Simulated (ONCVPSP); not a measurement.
# LDA (Perdew-Zunger) ONCV dataset for B, scalar-relativistic all-electron reference.

ONCVPSP 4.0.1 input, shortened (lines: element, Z, core and valence counts, functional; n l f; lmax; l rc ep ncon nbas qcut; lloc lpopt rc5 dvloc0; l nproj debl; icmod fcfact rcfact), LDA (Perdew-Zunger), scalar-relativistic:

```
  B 5.00    1    2        3      upf
    1    0    2.00
    2    0    1.00
    2    1    2.00
    2
    0    1.70    0.00    5    9    3.00
    1    3.85    0.00    4    9    4.60
    2    3.75    0.14    4    8    3.00
    4    5    1.05    0.00
    0    2    0.60
    1    2    1.60
    2    2    1.10
    2    0.60    0.70
```

- Cutoffs needed: 36 Ha and 72 Ha (the cutoffs (Ha) at which the residual kinetic energy of the hardest occupied pseudo-wave falls to 1 and 0.1 mHa per electron)
- Ghost test: ghosts flagged at negative energy: d at -2702.9 eV; GHOST(+) flags only above 600 eV; a true bound ghost makes a file unfit for plane-wave use
- Largest excitation error: +865 meV (all-electron minus pseudo) for 2s1 2p0, out of 4 test configurations
- rms error of d²Exc/dni dnj: 2.30 mHa without and 0.81 mHa with the model core
